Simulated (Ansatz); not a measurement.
Basis-set series for AlFH₂SSi, SMILES `[F][Al]1[SiH2][S]1`. Total charge 0; spin multiplicity 1. All single points use the PBE0-D4/def2-TZVP geometry.

```tsv
functional	basis	functions	energy (Eh)	HOMO (eV)	LUMO (eV)
PBE0-D4	def2-SVP	78	-1030.42680	-6.96	-1.71
PBE0-D4	def2-TZVPP	185	-1030.88073	-6.95	-1.77
ωB97M-V	def2-SVP	78	-1030.80813	-8.84	0.04
ωB97M-V	def2-TZVPP	185	-1031.26249	-8.88	-0.06
```

Q: Give the rows for def2-QZVPP. (Estimate.)

A: The calculation gave: 
```json
{"functional": "PBE0-D4", "basis": "def2-QZVPP", "functions": "327", "energy (Eh)": "-1030.91529", "HOMO (eV)": "-6.97", "LUMO (eV)": "-1.83"}
{"functional": "ωB97M-V", "basis": "def2-QZVPP", "functions": "327", "energy (Eh)": "-1031.29524", "HOMO (eV)": "-8.90", "LUMO (eV)": "-0.25"}
```

Results of the Gaussian-basis code of Ansatz.
